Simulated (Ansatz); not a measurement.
Mulliken charges of AsH6NSi (`[SiH3]N[AsH2]`) from B3LYP/def2-TZVPP in Ansatz (PBE0-D4/def2-TZVP geometry).

```json
{"atom": "Si1", "x (Å)": "-0.540", "y (Å)": "0.652", "z (Å)": "-0.823", "charge (e)": "0.373"}
{"atom": "N2", "x (Å)": "0.872", "y (Å)": "0.224", "z (Å)": "0.060", "charge (e)": "-0.426"}
{"atom": "As3", "x (Å)": "0.977", "y (Å)": "-1.082", "z (Å)": "1.360", "charge (e)": "0.198"}
{"atom": "H4", "x (Å)": "-1.069", "y (Å)": "-0.473", "z (Å)": "-1.646", "charge (e)": "-0.085"}
{"atom": "H5", "x (Å)": "-0.203", "y (Å)": "1.789", "z (Å)": "-1.721", "charge (e)": "-0.077"}
{"atom": "H6", "x (Å)": "-1.616", "y (Å)": "1.049", "z (Å)": "0.124", "charge (e)": "-0.075"}
{"atom": "H7", "x (Å)": "1.777", "y (Å)": "0.515", "z (Å)": "-0.270", "charge (e)": "0.137"}
{"atom": "H8", "x (Å)": "-0.195", "y (Å)": "-0.587", "z (Å)": "2.207", "charge (e)": "-0.018"}
{"atom": "H9", "x (Å)": "0.086", "y (Å)": "-2.134", "z (Å)": "0.691", "charge (e)": "-0.028"}
```

By hand: the dipole of these point charges (1 e Å = 4.8032 D).

Σ q r = (0.093, -0.102, 0.104) e Å, of length 0.173 e Å = 0.83 D.

How does the dipole of the full density compare? (Estimate.)

Computed: (0.157, -0.012, -0.008) e Å, 0.76 D; the point charges give 1.09 times that, at 57° from its direction.

Point charges leave out the atoms' own dipoles, such as those of lone pairs, and Mulliken's split depends on the basis, so the two needn't agree.

B3LYP here is the variant with VWN-RPA as its local correlation; programs differ in this.
